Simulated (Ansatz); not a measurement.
`B[SiH2]N[SiH3]`, charge 0, multiplicity 1.

Q: Give a relaxed structure at PBE0-D4/def2-TZVP (Ansatz). (Best estimate.)

A: Ansatz gave: 
```xyz
12

B     0.732    1.108    2.226
Si   -0.240    0.862    0.492
N    -0.011   -0.711   -0.199
Si   -0.241   -1.207   -1.835
H     0.846    2.204    2.694
H     1.174    0.195    2.862
H    -1.676    1.160    0.816
H     0.162    1.866   -0.533
H     0.155   -1.450    0.469
H    -1.558   -1.861   -2.077
H     0.816   -2.176   -2.232
H    -0.161    0.011   -2.681
```
This is one stationary point; other conformers may exist.
